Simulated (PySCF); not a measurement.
# C4H8ClN3Si: full NMR table

- Formula: C4H8ClN3Si
- SMILES: CCn1c([SiH3])nnc1Cl
- InChI: InChI=1S/C4H8ClN3Si/c1-2-8-3(5)6-7-4(8)9/h2H2,1,9H3
- Point group of the computed structure: C1
- Degrees of unsaturation: 3
- Carbon signals: 4
- Proton signals: 3

Structure with atom numbers: `[CH3:1][CH2:2][n:3]1[c:4]([SiH3:5])[n:6][n:7][c:8]1[Cl:9]` (H(Xn): hydrogen on atom n).

A single conformation, gas phase, non-relativistic, averaged over atoms made equivalent by symmetry, fast rotation or ring inversion. Geometry: GFN2-xTB; σ from GIAO-PBE0/pcSseg-1; PySCF 2.14.

References, each an isolated molecule treated in the same way: $^{1}$H (σref 31.72), $^{13}$C (σref 186.93), $^{29}$Si (σref 349.16) vs TMS; $^{15}$N (σref 267.73) against NH3.

```tsv
carbon	δC, type	δH (multiplicity)	HMBC from (2–3 bonds)	span of the C tensor (ppm)
C1	18.6, CH3	1.36 (t)	H(C2)	35
C2	41.9, CH2	4.04 (q)	H(C1)	47
C4	151.4, C	–	H(Si5), H(C2)	152
C8	151.7, C	–	H(C2)	135
```

Other nuclei:
```json
{"atoms": "H(Si5)", "nucleus": "$^{1}$H", "environment": "hydrogen on a silicon bonded to C", "δ (ppm)": "4.57", "σ (ppm)": "27.15"}
{"atoms": "Si5", "nucleus": "$^{29}$Si", "environment": "silicon bonded to C, 3 H", "δ (ppm)": "-87.5", "σ (ppm)": "436.6"}
{"atoms": "N6", "nucleus": "$^{15}$N", "environment": "pyridine-type nitrogen of an azole", "δ (ppm)": "392.6", "σ (ppm)": "-124.9"}
{"atoms": "N7", "nucleus": "$^{15}$N", "environment": "pyridine-type nitrogen of an azole", "δ (ppm)": "366.2", "σ (ppm)": "-98.4"}
{"atoms": "N3", "nucleus": "$^{15}$N", "environment": "pyrrole-type ring nitrogen", "δ (ppm)": "215.2", "σ (ppm)": "52.5"}
```

- Carbon types of the structure: 2 × C, 1 × CH2, 1 × CH3, leaving 3 H on heteroatoms.
- δC 151.7: aromatic carbon bearing chlorine.
- δC 151.4: substituted aromatic carbon next to a ring nitrogen.
- δC 41.9: sp3 CH2 bonded to N; deshielded by the electronegative neighbour.
- δC 18.6: methyl carbon; a saturated carbon with 1 carbon neighbour and no heteroatom attached.
- δH 4.04: hydrogen on an sp3 CH2 bonded to N; its carbon carries N, an electronegative neighbour.

Carbons that carry Cl, above all several Cl atoms, come out too deshielded, partly because spin–orbit coupling is missing. Shifts are as computed. Against solution values, carbons near 30 ppm lie about +3 ppm off and those near 130 ppm about +5 ppm; carbons on Cl a further +6 ppm. Of 1211 compounds with measured shifts, 218 miss one by over three times the rms of a fit or turn the order of signals round; such compounds aren't used in these exercises. Experimental scales use liquid or dissolved standards, which lie at an offset from isolated NH3 (liquid NH3: subtract about 20 ppm). Unscaled 15N shifts of sp2 nitrogen come out 20 to 40 ppm too high even then. Multiplicities follow the n + 1 count of equivalent neighbours, as no J values were calculated; m marks all less simple cases, F and P coupling included.
